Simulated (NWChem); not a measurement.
System: GeH2S2, singlet; SMILES [SH][Ge][SH]

Here is an NWChem input.

```
start job
memory heap 200 mb stack 900 mb global 1100 mb
geometry units angstroms noautosym nocenter noautoz
  Ge     0.000000     0.000000     0.767558
  S     -1.673980    -0.032175    -0.770386
  H     -2.645473    -0.051081     0.169097
  S      1.673980     0.032175    -0.770386
  H      2.645473     0.051081     0.169097
end
basis spherical
  Ge library aug-cc-pvdz
  S library aug-cc-pvdz
  H library aug-cc-pvdz
end
dft
  xc pbe0
  iterations 150
end
property
  response 1 0.0
end
task dft property
```

Low-valent species are run as closed-shell singlets; no triplet was tried in these runs. All runs use the structure optimised with B3LYP/6-31G* (spherical d).

Static field.

Question: Predict the main results of this run. (PBE0/aug-cc-pVDZ.) Quantities: isotropic polarisability (bohr³); anisotropy (bohr³).

Answer: 
```
Quantity                          Result
--------------------------------  ------
isotropic polarisability (bohr³)    81.1
anisotropy (bohr³)                  42.2
```
